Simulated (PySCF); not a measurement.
# How the method changes the shape and vibrations of AlFH4N anion

These are calculations, not measurements. The program is PySCF 2.14.0, an open-source quantum chemistry code, run on an isolated molecule that a program drew, which may never have been made. The molecule is AlFH4N anion (charge -1, singlet), drawn as the SMILES string `[NH2][AlH2-][F]`.

The geometry was optimised and harmonic frequencies were computed with HF and MP2, all in the aug-cc-pV(D+d)Z basis, for the commonest isotopes, with a restricted reference for singlets and an unrestricted one otherwise, and a frozen core in MP2. Each result is a local minimum of its method.

Geometry at the HF minimum:
```xyz
7
AlFH4N anion, angstrom
N    -1.7469   -0.5308   -0.2919
Al   -0.2173    0.0101    0.6281
F     0.5602   -1.2953    1.4247
H    -2.5398   -0.8561    0.2303
H    -1.6480   -1.1310   -1.0901
H    -0.6584    1.0831    1.7835
H     0.8517    0.6174   -0.4533
```

Lengths of the bonds as drawn, in Å (atoms numbered as above):
| bond | HF | MP2 |
|---|---|---|
| N1-Al2 | 1.865 | 1.888 |
| Al2-F3 | 1.716 | 1.750 |
| N1-H4 | 1.004 | 1.021 |
| N1-H5 | 1.004 | 1.021 |
| Al2-H6 | 1.637 | 1.632 |
| Al2-H7 | 1.637 | 1.632 |

Rotational constants, in GHz:
| constant | HF | MP2 |
|---|---|---|
| A | 19.5 | 19.32 |
| B | 6.038 | 5.815 |
| C | 5.083 | 4.917 |

Harmonic frequencies in cm^-1, each column in rising order, so a row needn't be the same motion in every method:
| rank | HF | MP2 |
|---|---|---|
| 1 | 172 | 182 |
| 2 | 226 | 213 |
| 3 | 409 | 400 |
| 4 | 478 | 447 |
| 5 | 643 | 606 |
| 6 | 655 | 627 |
| 7 | 694 | 652 |
| 8 | 795 | 758 |
| 9 | 812 | 774 |
| 10 | 818 | 782 |
| 11 | 1670 | ? |
| 12 | 1687 | 1707 |
| 13 | 1759 | 1758 |
| 14 | 3718 | 3515 |
| 15 | 3798 | 3618 |

**Estimate the missing MP2 frequency from the HF column.**

A single factor s that minimises the squared misfit of MP2 against s times HF over the other rows is sum(HF x MP2) / sum(HF^2) = 0.9582, with an rms misfit of 35 cm^-1. For rank 11 it gives 0.9582 x 1670 = 1600 cm^-1. The calculation gives 1538 cm^-1, 62 cm^-1 below the estimate. The drawn bonds are on average 1.0 % longer in MP2 than in HF.
